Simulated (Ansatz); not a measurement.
GeHMe2(OiPr) (C₅H₁₄GeO) was relaxed with PBE0-D4 (def2-SVP) in Ansatz in these states: charge +1 doublet, neutral singlet. The geometries follow in no particular order.

A:

Cartesian coordinates in Å:
```
Ge -0.1179 0.0640 1.5787
H -1.0421 -1.1618 1.6049
C 1.6808 -0.2195 2.2272
H 1.6265 -0.2768 3.3262
H 2.3236 0.6253 1.9443
H 2.0973 -1.1603 1.8434
C -0.9136 1.7854 1.9084
H -1.1084 1.8725 2.9887
H -1.8653 1.8915 1.3704
H -0.2220 2.5851 1.6085
O 0.2658 0.1734 -0.3160
C -0.0865 -0.7359 -1.2757
C 0.9345 -0.7884 -2.3913
C -1.4816 -0.1986 -1.7965
H -0.2996 -1.7250 -0.8235
H 1.0831 0.2030 -2.8424
H 0.5915 -1.4863 -3.1679
H 1.8977 -1.1464 -2.0000
H -2.2247 -0.1896 -0.9891
H -1.3561 0.8041 -2.2236
H -1.7829 -0.9156 -2.5747
```

B:

```csv
atom,x (Å),y (Å),z (Å)
Ge1,-1.209,0.430,-0.571
H2,-0.715,0.645,-2.025
C3,-2.874,-0.564,-0.493
H4,-3.696,0.009,-0.947
H5,-3.128,-0.773,0.557
H6,-2.772,-1.522,-1.023
C7,-1.347,2.119,0.389
H8,-2.145,2.743,-0.041
H9,-0.402,2.679,0.346
H10,-1.587,1.921,1.444
O11,-0.010,-0.621,0.246
C12,1.335,-0.714,-0.160
C13,1.927,-1.937,0.516
C14,2.109,0.554,0.171
H15,1.385,-0.868,-1.260
H16,1.899,-1.813,1.610
H17,2.970,-2.101,0.207
H18,1.339,-2.831,0.262
H19,1.701,1.423,-0.369
H20,2.049,0.762,1.251
H21,3.170,0.459,-0.108
```

Task: Judge from the bond lengths which geometry belongs to which state (an estimate).

Result: A is the charge +1 doublet (Ge1–O11 1.936 Å, C12–C14 1.583 Å, O11–C12 1.368 Å); B is the neutral singlet (Ge1–O11 1.791 Å, C12–C14 1.522 Å, O11–C12 1.408 Å).
